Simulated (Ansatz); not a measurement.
CH9BN2Si (`CB[SiH](N)N`). The species carries charge 0 and has multiplicity 1.

```xyz
14

C    -0.186    2.130    0.182
B     0.060    0.969   -0.823
Si   -0.122   -0.997   -0.391
N    -0.995   -1.141    1.082
N     1.412   -1.765   -0.169
H     0.473    2.993    0.050
H    -0.229    1.853    1.237
H    -1.192    2.498   -0.090
H     0.402    1.267   -1.938
H    -0.701   -1.761   -1.543
H    -1.242   -2.037    1.472
H    -1.629   -0.418    1.376
H     1.883   -2.179   -0.957
H     2.067   -1.413    0.511
```

Question: What are the harmonic wavenumbers in cm⁻¹ at PBE0-D4/def2-TZVP (Ansatz, finite differences of forces, unscaled)? (An estimate is asked.)

Answer: The calculation gave: 36, 103, 138, 166, 186, 228, 326, 360, 363, 420, 534, 569, 719, 738, 806, 823, 834, 871, 895, 934, 1032, 1145, 1299, 1418, 1468, 1573, 1577, 2148, 2562, 2984, 3079, 3129, 3600, 3608, 3700, 3707.

Question: Is this a minimum?

Answer: Yes, all 36 modes are real.

Question: Give the ideal-gas thermochemistry at 298.15 K and 1 bar (rigid rotor, harmonic oscillator; point group C1, symmetry number 1).

Answer: Zero-point energy 287.6 kJ/mol; H(298) − E = 314.3 kJ/mol; entropy 384.4 J/(mol·K), of which translation 164.7, rotation 112.6, vibration 107.2; G(298) − E = 199.7 kJ/mol. Modes under 100 cm⁻¹ are hindered rotations or soft bends, so the harmonic entropy is rough.

Question: And at 400, 500, 600, 800 and 1000 K?

Answer: 
| T (K) | H − E (kJ/mol) | S (J/mol/K) | G − E (kJ/mol) |
| --- | --- | --- | --- |
| 400 | 330.1 | 429.8 | 158.2 |
| 500 | 348.0 | 469.6 | 113.2 |
| 600 | 367.7 | 505.6 | 64.4 |
| 800 | 411.6 | 568.5 | -43.2 |
| 1000 | 459.9 | 622.3 | -162.4 |
